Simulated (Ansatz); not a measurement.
Basis-set extrapolation for C₂H₆BNOSi (`N=C1CB1[SiH2]O`) (PBE0-D4/def2-TZVP geometry, frozen core, the Gaussian-basis code of Ansatz). Multiplicity 1, RHF reference.

```csv
,def2-TZVPP,def2-QZVPP
HF,-522.204463,-522.224006
MP2 correlation,-0.967787,-1.037001
CCSD(T) correlation,-1.054861,not run
```

Energies in hartree. Use E(X) = E(∞) + A·exp(−7.88·√X) for Hartree–Fock and E(X) = E(∞) + B·X^(−2.97) for correlation, with X = 3 and 4, and add CCSD(T) minus MP2 of the smaller set to the MP2 limit.

Question: What is the CCSD(T) energy at the basis-set limit?

Answer: HF limit: -522.224006 + (-0.019543) × 0.13774 = -522.22670. MP2 limit: -1.037001 + (-0.069214) × 0.74074 = -1.08827. Higher-order term: -1.054861 − (-0.967787) = -0.08707. Total: -523.40204 hartree, 89.6 kcal/mol below CCSD(T)/def2-TZVPP.
